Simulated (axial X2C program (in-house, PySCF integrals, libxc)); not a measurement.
**HgB⁺: a run with one poor setting**

Computed with an in-house relativistic program for diatomic molecules. Two-component (2c) means X2C with spin–orbit coupling and atomic mean-field two-electron Coulomb and Gaunt terms. Basis: Hg dyall-v3z [13s14p9d6f2g], B dyall-v3z [7s6p2d1f] (cores contracted in-house); Gaussian nuclei, density fitting, unrestricted open shells. Masses: Hg 201.971 u, B 11.009 u.

One setting of this run was spoiled on purpose, so its numbers are not properties of HgB⁺. Level: MP2, with spin–orbit coupling; state Ω = 0 (closed shell).

```
R (Å)  E − E(lowest point) (eV)
2.039                    0.3239
2.133                    0.1446
2.203                    0.0645
2.274                    0.0189
2.344                    0.0000
2.426                    0.0041
2.508                    0.0298
2.614                    0.0856
2.743                    0.1770
2.930                    0.3343
```

Fit: Re 2.371 Å, ωe 316.7 cm⁻¹, residual 0.22 microhartree, De 2.20 eV.

14 electrons were correlated into 58 virtual spinors.

Which setting was spoiled?
A. virtual space cut too low
B. density fitting set too sparse
C. integration grid too coarse
D. too few iterations allowed
E. an excited determinant was followed

A. Virtual space cut too low: only virtuals below 0.5 hartree against the usual 25.
